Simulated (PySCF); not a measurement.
## [La(HCN)]3+ at several levels of theory

Computed with PySCF 2.14.0 (density fitting, no spin-orbit coupling) at the geometry relaxed with PBE0:

```xyz
4
[La(HCN)]3+ (singlet)
La    0.0000    0.0000   -0.3543
N     0.0000    0.0000    2.0231
C     0.0000    0.0000    3.1867
H     0.0000    0.0000    4.2986
```

```
level                                                           basis    state  HOMO (eV)  gap (eV)  charge on La1 (e)  population of f-type functions on La1 (core shells left out)  dipole about the centre of mass (D)  largest force component (eV/Å)
 PBE0      La def2-SVP with ECP46, N def2-SVP, C def2-SVP, H def2-SVP  singlet     -26.21      7.06               2.54                                                          0.04                                 3.40                            0.02
 PBE0  La def2-TZVP with ECP46, N def2-TZVP, C def2-TZVP, H def2-TZVP  singlet     -26.12      6.97               2.57                                                          0.04                                 3.45                            0.89
```

Charges are Mulliken's, which hang on the basis. The relaxation used the grid (50, 194), these runs (75, 302) or, all-electron (x2c bases, spin-free X2C Hamiltonian), (99, 590).

A further run in the first row's basis gives HOMO (eV) -25.12, gap (eV) 5.66, charge on La1 (e) 2.54, population of f-type functions on La1 (core shells left out) 0.04, dipole about the centre of mass (D) 3.44, largest force component (eV/Å) 0.47. Which level was it?
A. r2SCAN
B. B3LYP

A. The others give HOMO -25.92 eV (B3LYP).

In the first row's basis the gap widens with exact exchange: 5.7 eV for r2SCAN (none); 6.4 to 7.1 eV for B3LYP, PBE0 (a fixed share).
